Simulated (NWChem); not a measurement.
# selenium hexafluoride (SeF$_{6}$); SMILES F[Se](F)(F)(F)(F)F

Results from NWChem. Structure relaxed at the PBE0/def2-SVP level. B3LYP is NWChem's, with the RPA form of VWN correlation. Total energies compare along this basis series because the functional is fixed.

| level | basis functions | energy (Ha) | highest occupied level (eV) | orbital gap (eV) |
|---|---|---|---|---|
| B3LYP/STO-3G | 48 | -2964.7914 | -5.61 | 9.23 |
| B3LYP/def2-SVP | 116 | -2999.7581 | -12.14 | 8.11 |
| B3LYP/def2-SVPD | 179 | -2999.8154 | ___ | ___ |
| B3LYP/def2-TZVP | 234 | -3000.8389 | -12.40 | 8.18 |
| B3LYP/def2-TZVPP | 234 | -3000.8389 | -12.40 | 8.18 |

Task: Complete the blanks.

Result: 
- B3LYP/def2-SVPD, highest occupied level (eV): -12.59
- B3LYP/def2-SVPD, orbital gap (eV): 8.02
